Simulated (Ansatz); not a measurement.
C2H9NOSi (SMILES C[Si@H](O)CN) moved off its minimum; all values from Ansatz (an electronic-structure program), cores frozen in correlated methods.
(charge 0, multiplicity 1)
```xyz
14

C      2.19514    -0.44461     0.47184
Si     0.48766     0.44607     0.00195
O     -0.30033     0.91210     1.39826
C     -0.69957    -0.87667    -0.70938
N     -2.02630    -0.29855    -1.14179
H      2.74907     0.33778     0.89645
H      1.99691    -1.25599     1.26162
H      2.68781    -0.74334    -0.41145
H      0.47172     1.45407    -0.97590
H     -0.32587     0.61195     1.99591
H     -0.22156    -1.36547    -1.68401
H     -0.87661    -1.69712    -0.17500
H     -1.99061     0.31207    -1.73265
H     -2.48786     0.07032    -0.39243
```

Problem. Give the forces (eV/Å), the total energy and the dipole at CCSD(T)/aug-cc-pV(T+d)Z.

Solution. 
| atom | Fx | Fy | Fz |
|---|---|---|---|
| C1 | -3.055 | 0.128 | 0.950 |
| Si2 | -0.478 | -3.690 | 2.124 |
| O3 | 2.234 | 21.704 | -42.565 |
| C4 | 1.272 | 2.999 | -5.132 |
| N5 | 1.039 | -10.042 | 6.661 |
| H6 | 1.224 | 1.010 | 0.959 |
| H7 | 0.375 | 1.032 | -1.408 |
| H8 | 0.602 | -0.893 | -0.927 |
| H9 | 0.322 | 1.452 | -0.735 |
| H10 | -1.611 | -21.160 | 41.865 |
| H11 | -0.753 | 1.100 | 1.606 |
| H12 | -0.750 | -3.217 | 2.774 |
| H13 | 1.058 | 8.608 | -8.803 |
| H14 | -1.479 | 0.969 | 2.631 |
Energy -500.1765 hartree, dipole 1.81 D.
